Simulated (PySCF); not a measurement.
Two species compared at the same levels of theory.

First species: C5H15NSSi.
Atom-mapped SMILES: `[CH3:1][C:2]([CH3:3])([CH2:4][NH2:5])[CH2:6][S:7][SiH3:8]` (hydrogens: H9, H10, H11 on C1; H12, H13, H14 on C3; H15, H16 on C4; H17, H18 on N5; H19, H20 on C6; H21, H22, H23 on Si8)

Second species: C4H6F2O2.
Z-matrix (Å and degrees, GFN2-xTB geometry), rows numbered from 1:
```
C 
O   1  1.4099
C   2  1.3506  1  117.92
C   3  1.3286  2  126.86  1    -1.76
O   4  1.3912  3  125.44  2  -179.60
C   5  1.3440  4  118.01  3    20.03
F   6  1.3395  5  108.13  4   164.11
F   6  1.3616  5  112.41  4   -79.53
H   1  1.0884  2  105.79  3  -179.15
H   1  1.0942  2  111.19  3    61.89
H   1  1.0937  2  111.27  3   -60.25
H   3  1.0806  2  109.95  1   178.53
H   4  1.0760  3  125.24  2     2.57
H   6  1.1084  5  114.49  4    42.57
```

Levels: PBE0/pcSseg-1 for dipole moment, HOMO energy, LUMO energy and HOMO–LUMO gap; GFN2-xTB for rotational constant A and rotational constant C. Geometries: GFN2-xTB. All species are isolated and taken at one optimised geometry, non-relativistic unless stated; the electronic structure was computed with PySCF and density fitting.

The conformers computed, where there is a choice (atom-mapped SMILES and torsion angles):
- `[CH3:1][C:2]([CH3:3])([CH2:4][NH2:5])[CH2:6][S:7][SiH3:8]`: C1–C2–C4–N5 -57°, C1–C2–C6–S7 180°, C2–C6–S7–Si8 -178°, H–N5–C4–C2 172°, H–N5–C4–C2 -70°
- `[CH3:1][O:2]/[CH:3]=[CH:4]/[O:5][CH:6]([F:7])[F:8]`: C1–O2–C3–C4 -2°, C3–C4–O5–C6 20°, C4–O5–C6–F7 164°

**Question.** Which has the higher LUMO energy?

**Answer.** The second: 0.71 eV against 0.27 eV, a difference of 0.44 eV.

**Question.** Which of the two has the higher dipole moment, and by how much?

**Answer.** The second: 3.35 D against 0.42 D, a difference of 2.93 D.

**Question.** Which has the higher HOMO–LUMO gap?

**Answer.** The second: 7.47 eV against 6.83 eV, a difference of 0.64 eV.

**Question.** Which has the higher rotational constant C?

**Answer.** The second: 0.816 GHz against 0.623 GHz, a difference of 0.193 GHz.

**Question.** Which of the two has the higher rotational constant A, and by how much?

**Answer.** The second: 6.257 GHz against 2.821 GHz, a difference of 3.436 GHz.

**Question.** Which of the two has the higher HOMO energy, and by how much?

**Answer.** The first: -6.56 eV against -6.76 eV, a difference of 0.20 eV.

On the first: The dipole matches unit charges of opposite sign 0.09 Å apart (1 e·Å = 4.8032 D). A dipole of 0.42 D is allowed in C1, and pure rotational transitions are dipole-allowed.

On the second: The dipole matches unit charges of opposite sign 0.70 Å apart (1 e·Å = 4.8032 D).
